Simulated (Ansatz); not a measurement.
AlH7OSiSn, SMILES `O[SiH2][AlH][SnH3]` from Hartree–Fock to CCSD(T)

Cartesian coordinates in Å:
```
O -1.9229 -1.3658 -0.0183
Si -0.8672 -1.4037 1.2621
Al 0.7952 0.4045 1.0429
Sn 0.9241 1.4739 -1.3966
H -1.5609 -1.1476 -0.8787
H -0.1730 -2.7278 1.3464
H -1.7166 -1.2914 2.4788
H 1.7484 0.9181 2.2068
H -0.0765 0.5851 -2.4778
H 0.3630 3.0893 -1.4705
H 2.4865 1.4654 -2.0950
```

Total charge 0; spin multiplicity 1. Correlated methods include outer-core shells of Sn, which these sets cover unevenly. Sn takes the def2 core potential. The structure was optimised at the PBE0-D4/def2-TZVP level. It is one conformer, not always the lowest. Frozen core, restricted reference, the Gaussian-basis code of Ansatz.

```
     basis     HF (Eh)  MP2 corr.  CCSD corr.       (T)  CCSD(T) total
  def2-SVP  -822.90786   -0.46468    -0.52597  -0.01279     -823.44662
def2-TZVPP  -823.20885   -0.77974    -0.82489  -0.02586     -824.05960
def2-QZVPP  -823.23030   -1.02754           –         –              –
```
